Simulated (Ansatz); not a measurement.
A made-up structure of CH3GeO (charge +1), closed shell:

O1  (0.292, -2.293, 0.721)
C2  (0.158, -1.242, 0.391)
Ge3  (-0.094, 0.740, -0.233)
H4  (0.543, -0.326, 0.759)
H5  (1.178, 0.856, -1.058)
H6  (-0.120, 1.384, 1.145)
(Å)

It is relaxed with PBE-D4/def2-SVP and then PBE0-D4/def2-TZVP (Ansatz 0.2.0). Atoms count as bonded within 1.22 times the sum of their covalent radii (H–H: 0.88 Å). The end point is not checked to be a true minimum.

**Question.** Does its bonding change? (Judge from chemistry; the calculation decides.)

**Answer.** By the calculation: Yes. Formed: O1–Ge3; broken: Ge3–H4.

Where it ends: The first stage lowers the energy by 2.31 eV in 24 steps. It ends as CH₃GeO ([CH]1[O][GeH2]1), total charge +1:
```csv
atom,x (Å),y (Å),z (Å)
O1,-0.2537,-1.3123,0.2030
C2,0.7532,-0.9640,0.8066
Ge3,0.2358,0.6852,-0.0021
H4,1.3886,-1.6114,1.4239
H5,0.6725,0.8632,-1.4428
H6,-0.8393,1.4574,0.7368
```

Labels in which every atom is bracketed show which atoms are joined, not bond orders.

For scale, one of the runs: PBE0-D4/def2-TZVP relaxation, 128 basis functions, launched by `ansatz run in.yaml --threads 2 --pin off --events-out ev --progress --plain --max-ram 4352MiB`. The run took about 20 s on 2 CPU threads of an Arm Neoverse V2 (shared host).
